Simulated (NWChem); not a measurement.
Everything below was run with NWChem. System: HNaO, charge 0, spin multiplicity 1, at a geometry optimised with B3LYP/def2-SVP. The structure started from a generated list of species. Level: BHandHLYP/def2-TZVP.

The NWChem input:

```
start mol
memory heap 200 mb stack 900 mb global 1100 mb
geometry units angstroms nocenter noautoz
  Na     0.424671    -0.804259     0.000000
  O     -0.442522     0.908521     0.000000
  H     -1.131212     1.578682     0.000000
  symmetry group Cs
end
basis spherical
  * library def2-tzvp
end
dft
  xc bhlyp
  semidirect memsize 60000000 filesize 0
  iterations 100
end
task dft energy
```

Output (cleaned and shortened):

```
             Northwest Computational Chemistry Package (NWChem) 7.3.0
             --------------------------------------------------------

                                NWChem Input Module
                                -------------------

 Scaling coordinates for geometry "geometry" by  1.889725989
 (inverse scale =  0.529177249)

 Turning off AUTOSYM since
 SYMMETRY directive was detected!

                             Geometry "geometry" -> ""
                             -------------------------

 Output coordinates in angstroms (scale by  1.889725989 to convert to a.u.)

  No.       Tag          Charge          X              Y              Z
 ---- ---------------- ---------- -------------- -------------- --------------
    1 Na                  11.0000     0.42467100    -0.80425900     0.00000000
    2 O                    8.0000    -0.44252200     0.90852100     0.00000000
    3 H                    1.0000    -1.13121200     1.57868200     0.00000000

 Effective nuclear repulsion energy (a.u.)      30.7073249509

            Nuclear Dipole moment (a.u.)
            ----------------------------
        X                 Y               Z
 ---------------- ---------------- ----------------
    -0.0000132281     0.0000018897     0.0000000000

      Symmetry information
      --------------------

 Group name             Cs
 Group number              2
 Group order               2
 No. of unique centers     3

      Symmetry unique atoms

     1    2    3


 Summary of "ao basis" -> "" (spherical)
 ------------------------------------------------------------------------------
       Tag                 Description            Shells   Functions and Types
 ---------------- ------------------------------  ------  ---------------------
 *                         def2-tzvp                  on all atoms

                                 NWChem DFT Module
                                 -----------------

 Summary of "ao basis" -> "ao basis" (spherical)
 ------------------------------------------------------------------------------
       Tag                 Description            Shells   Functions and Types
[...]
     4     -0.051734  1 Na s                  6     -0.050639  1 Na px
    12      0.044598  1 Na px                15      0.040515  1 Na px

 Vector   10  Occ=2.000000D+00  E=-2.437286D-01  Symmetry=a"
              MO Center= -4.4D-01,  8.8D-01, -3.7D-15, r^2= 8.9D-01
   Bfn.  Coefficient  Atom+Function         Bfn.  Coefficient  Atom+Function
  ----- ------------  ---------------      ----- ------------  ---------------
    40      0.444441  2 O  pz                43      0.366905  2 O  pz
    46      0.353788  2 O  pz                14      0.056137  1 Na pz
    17      0.047325  1 Na pz                 8     -0.044961  1 Na pz
    29      0.030462  1 Na d -1              69      0.025544  3 H  pz

 Vector   11  Occ=0.000000D+00  E=-3.575385D-02  Symmetry=a'
              MO Center=  9.4D-01, -1.9D+00,  7.6D-15, r^2= 6.8D+00
   Bfn.  Coefficient  Atom+Function         Bfn.  Coefficient  Atom+Function
  ----- ------------  ---------------      ----- ------------  ---------------
     5      0.599696  1 Na s                  4      0.329583  1 Na s
    13     -0.276380  1 Na py                16     -0.182328  1 Na py
     3     -0.162971  1 Na s                 12      0.129810  1 Na px
    15      0.095966  1 Na px                 7      0.067154  1 Na py
    66      0.065309  3 H  s                 36     -0.054865  2 O  s

 Vector   12  Occ=0.000000D+00  E= 3.268174D-02  Symmetry=a'
              MO Center=  3.3D-01, -1.1D+00, -7.8D-14, r^2= 1.1D+01
   Bfn.  Coefficient  Atom+Function         Bfn.  Coefficient  Atom+Function
  ----- ------------  ---------------      ----- ------------  ---------------
    12      0.930487  1 Na px                13      0.363881  1 Na py
     5     -0.136420  1 Na s                  4      0.100323  1 Na s
    32      0.093898  1 Na d  2              66      0.084044  3 H  s
    28     -0.078223  1 Na d -2               6     -0.067207  1 Na px
    45     -0.067487  2 O  py                38     -0.064003  2 O  px

 Vector   13  Occ=0.000000D+00  E= 3.302244D-02  Symmetry=a"
              MO Center=  5.2D-01, -1.0D+00,  1.4D-13, r^2= 1.1D+01
   Bfn.  Coefficient  Atom+Function         Bfn.  Coefficient  Atom+Function
  ----- ------------  ---------------      ----- ------------  ---------------
    14      0.995381  1 Na pz                29     -0.112726  1 Na d -1
    46     -0.099487  2 O  pz                40     -0.081545  2 O  pz
     8     -0.073091  1 Na pz                43     -0.056222  2 O  pz
    31     -0.052659  1 Na d  1

 center of mass
 --------------
 x =   0.07300136 y =  -0.11184573 z =   0.00000000

 moments of inertia (a.u.)
 ------------------
         108.719482884311          57.104972571454           0.000000000000
          57.104972571454          30.383660019744           0.000000000000
           0.000000000000           0.000000000000         139.103142904054

     Multipole analysis of the density
     ---------------------------------

     L   x y z        total         alpha         beta         nuclear
     -   - - -        -----         -----         ----         -------
     0   0 0 0     -0.000000    -10.000000    -10.000000     20.000000

     1   1 0 0      0.999803      0.499908      0.499908     -0.000013
     1   0 1 0     -2.295484     -1.147743     -1.147743      0.000002
     1   0 0 1      0.000000      0.000000      0.000000      0.000000

     2   2 0 0     -7.316223    -12.282315    -12.282315     17.248406
     2   1 1 0     -2.391280     14.444101     14.444101    -31.279483
     2   1 0 1     -0.000000     -0.000000     -0.000000      0.000000
     2   0 2 0     -6.358262    -32.123818    -32.123818     57.889374
     2   0 1 1      0.000000      0.000000      0.000000      0.000000
     2   0 0 2     -9.248327     -4.624164     -4.624164      0.000000

 Task  times  cpu:        0.7s     wall:        0.7s

 Total times  cpu:        0.7s     wall:        0.7s
```
